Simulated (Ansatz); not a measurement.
Coupled-cluster diagnostics for Ge₃O₂ (the lowest singlet isomer of a short search), Ansatz.

Geometry of the singlet (B3LYP-D4/def2-SVP):

```xyz
5

Ge   -0.973   -0.520    1.127
Ge    0.238   -1.156   -1.009
Ge    0.821    1.256   -0.484
O    -0.980    0.575   -0.457
O     0.894   -0.156    0.823
```

Correlated methods freeze 29 core orbitals; core or outer-core shells of Ge are correlated, in sets that lack core-valence functions. The structure comes from a short search, and lower isomers may exist.

Geometry of the charge 0 triplet (B3LYP-D4/def2-SVP):

Cartesian coordinates in Å:
```
Ge -0.087 -0.627 -1.459
Ge -1.139 0.986 0.511
Ge 1.226 -0.359 0.948
O -0.611 -0.932 0.437
O 0.611 0.933 -0.437
```

Geometry of the charge 0 quintet (B3LYP-D4/def2-SVP):

Cartesian coordinates in Å:
```
Ge -1.2231 0.2805 0.5519
Ge 1.5358 0.8037 1.3597
Ge 0.6519 -0.5794 -1.0576
O -0.4545 -1.3807 0.2083
O -0.5102 0.8759 -1.0623
```

Task: Estimate the CCSD(T) correlation energy, the shares of MP2 and (T), T1 and the reference's ⟨S²⟩ for: charge 0, singlet, own geometry in def2-SVP; charge 0, triplet, own geometry in def2-SVP; charge 0, quintet, own geometry in def2-SVP; charge 1, doublet, vertical in def2-SVP; and the rough time on 4 threads of Arm Neoverse V2 on a shared host.

Result: 
| state | basis | correlation (eV) | MP2 share (%) | (T) share (%) | T1 | ⟨S²⟩ (pure) | wall time |
| --- | --- | --- | --- | --- | --- | --- | --- |
| charge 0, singlet, own geometry | def2-SVP | -28.453 | 98.1 | 4.1 | 0.019 | 0.00 (0.00) | 14 s |
| charge 0, triplet, own geometry | def2-SVP | -27.768 | 97.7 | 3.9 | 0.017 | 2.04 (2.00) | 57 s |
| charge 0, quintet, own geometry | def2-SVP | -27.375 | 97.2 | 3.9 | 0.019 | 6.07 (6.00) | 61 s |
| charge 1, doublet, vertical | def2-SVP | -27.621 | 97.6 | 4.0 | 0.021 | 0.81 (0.75) | 60 s |
Customary marks for T1 are 0.02 (closed shells), 0.045 (open shells) and about 0.05 (3d metals). T1 exceeds 0.02 in 1 of 4 rows and 0.045 in 0; the higher it lies, the less the single-reference result can be trusted.
